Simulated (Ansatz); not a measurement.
Basis sets compared for Ag₆Sb⁺. Charge 1, multiplicity 1. Geometry r2SCAN-D4/def2-SVP. Ansatz on 4 threads of Intel Xeon 6975P-C on a shared host; times are rough, and most runs start from earlier orbitals.

```xyz
7

Sb   -1.4035   -1.3631   -0.8970
Ag   -2.2613   -1.1934    1.6203
Ag   -1.6611    1.2960   -1.0472
Ag   -0.0178    0.2862    1.1059
Ag    1.1954    1.5663   -0.9890
Ag    2.8201    0.6300    0.8913
Ag    1.3282   -1.2220   -0.6843
```

In the def2 sets Ag, Sb take a core potential; there is no spin–orbit coupling. The restricted singlet is unstable towards broken spin symmetry in Hartree–Fock (as tested in another run); at PBE-D4/def2-SVP, PBE0-D4/def2-SVP, PBE0-D4/def2-TZVP this wasn't settled. No other spin state of charge 1 was run. Another isomer (singlet) lies 0.16 eV lower at PBE0-D4/def2-TZVP; other spin states weren't run for this one.

| level | functions | energy (Eh) | HOMO (eV) | LUMO (eV) | wall time |
| --- | --- | --- | --- | --- | --- |
| PBE-D4/def2-SVP | 212 | -1122.0718 | -8.46 | -7.45 | 3.1 s |
| PBE0-D4/def2-SVP | 212 | -1121.9618 | -8.92 | -6.68 | 8 s |

(1) Estimate the rows for PBE-D4/def2-TZVP (with forces), PBE0-D4/def2-TZVP.

Answers

(1) 
```json
{"level": "PBE-D4/def2-TZVP (with forces)", "functions": "290", "energy (Eh)": "-1122.3131", "HOMO (eV)": "-8.46", "LUMO (eV)": "-7.45", "wall time": "6.5 s"}
{"level": "PBE0-D4/def2-TZVP", "functions": "290", "energy (Eh)": "-1122.1922", "HOMO (eV)": "-8.92", "LUMO (eV)": "-6.67", "wall time": "12 s"}
```
